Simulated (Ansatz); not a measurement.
C3H7Ga can be A, `C[CH]1[CH2][GaH]1`, or B, `C=C[CH2][GaH2]`.

Calculated with Ansatz (gas phase, PBE0-D4/def2-TZVP geometries, no zero-point term in ΔE). CCSD(T)/CBS is the MP2 limit (def2-TZVPP, def2-QZVPP) plus CCSD(T) − MP2 in def2-TZVPP, frozen cores. Functionals use def2-TZVPP. B3LYP here is the variant with VWN-RPA as its local correlation; programs differ in this. For Ga outer-core shells are correlated without core-valence functions, which leaves a few kJ/mol of doubt a bond. Scalar relativity is left out up to krypton. One conformer a species, not always the lowest.

A:

Z-matrix (Å, degrees):
```
C
C 1 1.507
H 1 1.093 2 111.8
H 1 1.098 2 110.9 3 120.5
H 1 1.094 2 111.9 3 -120.3
C 2 1.558 1 117.8 3 170.2
Ga 2 1.948 1 126.5 3 90.2
H 2 1.091 1 112.4 3 -57.1
H 6 1.088 2 117.2 1 122.9
H 6 1.090 2 114.5 1 -9.9
H 7 1.537 2 159.8 1 -70.3
```

B:

```xyz
11

C     0.086    1.147    0.902
C     0.529    0.677   -0.288
C    -0.277   -0.080   -1.248
Ga   -0.214   -1.422    0.267
H     0.772    1.575    1.621
H    -0.973    1.198    1.134
H     1.605    0.682   -0.456
H    -1.303    0.259   -1.370
H     0.213   -0.303   -2.189
H     1.092   -2.239    0.525
H    -1.531   -1.496    1.102
```

(1) Which isomer does CCSD(T)/CBS put lower? Give the gap. (An estimate is asked.)

(2) Give E(B) − E(A) in kJ/mol with CCSD(T)/def2-TZVPP, B3LYP-D4, B3LYP, MP2/def2-TZVPP, HF/def2-TZVPP, B2PLYP, r2SCAN-D4. (Estimate.)

Largest T1 diagnostic: 0.013.

## Answers

(1) The calculation gave: B, by 93.4 kJ/mol.

(2) Computed: CCSD(T)/def2-TZVPP -94.9, B3LYP-D4 -99.4, B3LYP -96.7, MP2/def2-TZVPP -89.3, HF/def2-TZVPP -111.3, B2PLYP -95.4, r2SCAN-D4 -96.6. None reverses the order clearly.

In def2-TZVPP, CCSD(T) changes the Hartree–Fock value by +16.5 kJ/mol (the triples alone add −1.2 kJ/mol) and MP2 by +22.1 kJ/mol.
